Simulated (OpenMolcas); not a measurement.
What dynamic correlation does to the levels of Mg I

```json
{
 "Program": "OpenMolcas",
 "Basis": "ANO-RCC-VQZP [6s5p3d2f1g]",
 "Scalar Hamiltonian": "DKH2, point nucleus",
 "Active space": "2 electrons in 4 orbitals (3s 3p)",
 "State averaging": "2S+1 = 3 even, 3 roots (0 in the spin-orbit step); 2S+1 = 1 even, 1 root; 2S+1 = 3 odd, 3 roots; 2S+1 = 1 odd, 3 roots",
 "Spin-orbit coupling": "state interaction with AMFI integrals over the reference wave functions, term energies averaged over their components"
}
```

Methods on the same reference wave functions:
A. CASSCF
B. SS-CASPT2, IPEA 0.25 Eh, imaginary shift 0.1 Eh (closed shells correlated: 2s 2p)

Energies in cm-1 above 3s2 1S0, the measured ground level; measured values from NIST Handbook of Basic Atomic Spectroscopic Data.

| Level | A | B | Measured |
| --- | --- | --- | --- |
| 3s2 1S0 | 0.0 | 0.0 | 0.0 |
| 3s 3p 3P* 0 | 21876 | 21897 | 21850 |
| 3s 3p 3P* 1 | 21891 | 21913 | 21870 |
| 3s 3p 3P* 2 | 21922 | 21944 | 21911 |
| 3s 3p 1P* 1 | 40244 | 37353 | 35051 |

Deviations, from unrounded energies. A percentage is the sum of absolute deviations over the sum of measured energies, with the sign that they share, or ± where signs differ.

```json
{"Against measurement": "mean absolute deviation (cm-1)", "Levels": "4", "A": "1300", "B": "610"}
{"Against measurement": "other configurations (%)", "Levels": "4", "A": "+5.2", "B": "+2.4"}
```

B lies closest to measurement on these levels. The largest miss of B in the table is 3s 3p 1P* 1, by +2300 cm-1. The ranking rests on the paired levels alone, and a cruder setting can come out closer through cancelling errors.

The lowest spin-free term lies below A's lowest term by 0.281 hartree in B.

Without dynamic correlation excited terms often stand tens of per cent too high (terms of higher spin than the ground term too low), and those without a measured partner can miss by more than the paired ones (holds for A). Computed and measured levels are paired by configuration, term and J; levels that our copy of the source lacks, or whose pairing is in doubt (as where it misses far off the trend of its configuration), stay unpaired and out of the deviations. Levels of configurations outside the active space are missing.

* marks odd parity.
